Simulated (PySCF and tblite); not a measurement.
Results of a calculation; reference values are marked as such.
## C5H10O2, numbered as in [CH3:1][CH:2]1[O:3][CH2:4][CH2:5][CH2:6][O:7]1: conformational analysis

Search: ETKDG and KDG, MMFF94s, GFN2-xTB, 90 starts; geometries at PBE0-D3(BJ)/def2-SVP. Free energies are PBE0-D3(BJ)/def2-TZVP single points with GFN2-xTB rigid-rotor and vibrational terms (modes under about 100 cm⁻¹ blended into free rotors). Symmetry numbers and mirror images are counted. Conformers within 4 kcal/mol (GFN2-xTB free energy) were kept, 7 at most. GIAO shieldings: PBE0/pcSseg-1. Couplings: B3LYP/pcSseg-1 with pcJ-1 on H (gas phase; spin-dipole term only for pairs with B, N, F, Si or P). Couplings are for ¹H. Shifts are against TMS (¹H), TMS (¹³C) at the same level; of two unlike H on one atom, a is the less shielded. Run with PySCF (density fitting) and tblite.

The 6-ring runs over atoms 2–3–4–5–6–7. Of a mirror pair one member is shown.

| conformer | shape | symmetry | E(GFN2) kcal/mol | E(DFT) kcal/mol | G(298.15 K) kcal/mol | weight % | dipole D |
| --- | --- | --- | --- | --- | --- | --- | --- |
| 1 | 6-ring chair (all substituents equatorial) | Cs | 0.00 | 0.00 | 0.00 | 100.0 | 1.67 |
| 2 | 6-ring chair (C1 axial) | Cs | 1.75 | 4.44 | 4.81 | 0.0 | 1.82 |
| 3 | 6-ring twist-boat (ring torsions -66, 36, 26, -69, 42, 26°) | C1 (pair) | 3.87 | 5.92 | 5.32 | 0.0 | 0.91 |

Weights (%) against temperature:

```tsv
T (K)	1	2	3	S(mix) cal/mol/K
250	100.0	0.0	0.0	0.00
273.15	100.0	0.0	0.0	0.00
298.15	100.0	0.0	0.0	0.01
323.15	99.9	0.1	0.0	0.01
373.15	99.8	0.1	0.1	0.04
```

Averaged shifts at 298.15 K. ¹H: 4.21 (H2, 1H), 3.97 (H4a/H6a, 2H), 3.48 (H4b/H6b, 2H), 1.91 (H5a, 1H), 1.19 (H1, 3H), 0.74 (H5b, 1H) ppm. ¹³C: 99.7 (C2), 67.5 (C4/C6), 27.9 (C5), 22.9 (C1) ppm.

Averaged couplings (Hz): ²J(H1,H1) -13.8, ³J(H1,H2) 5.7, ⁴J(H2,H4a) -0.8, ²J(H4a,H4b) -12.8, ³J(H4a,H5a) 5.4, ³J(H4a,H5b) 1.6, ⁴J(H4a,H6a) 2.0, ⁴J(H4a,H6b) -0.7, ³J(H4b,H5a) 13.1, ³J(H4b,H5b) 2.7, ²J(H5a,H5b) -14.1.

Coordinates of conformer 1 (Å):

```xyz
17

C     2.412    0.181    0.015
C     0.942    0.113   -0.291
O     0.296    1.146    0.396
C    -1.093    1.148    0.173
C    -1.693   -0.196    0.556
C    -0.911   -1.290   -0.153
O     0.466   -1.145    0.091
H     2.945   -0.617   -0.519
H     2.814    1.158   -0.286
H     2.558    0.050    1.096
H     0.748    0.244   -1.383
H    -1.514    1.971    0.768
H    -1.305    1.363   -0.896
H    -1.604   -0.335    1.645
H    -2.761   -0.240    0.290
H    -1.197   -2.293    0.196
H    -1.109   -1.247   -1.246
```

Coordinates of conformer 2 (Å):

```xyz
17

C     1.916    0.492   -0.175
C     1.040   -0.542    0.520
O     0.364   -1.373   -0.386
C    -0.715   -0.760   -1.050
C    -1.690   -0.173   -0.043
C    -0.916    0.728    0.905
O     0.173    0.032    1.461
H     1.339    1.208   -0.776
H     2.481    1.060    0.578
H     2.625   -0.017   -0.843
H     1.680   -1.222    1.103
H    -0.361    0.031   -1.743
H    -1.184   -1.541   -1.665
H    -2.493    0.384   -0.551
H    -2.150   -0.992    0.533
H    -0.578    1.640    0.371
H    -1.537    1.059    1.750
```

Shifts are unscaled: against experiment ¹³C can be off by 15 ppm or more and ¹H by 0.8 ppm.

Search and properties took 3.3 min on 1 thread of Arm Neoverse V1 (shared host) (rough), launched as `OMP_NUM_THREADS=1 python ens_run.py task.json out`.
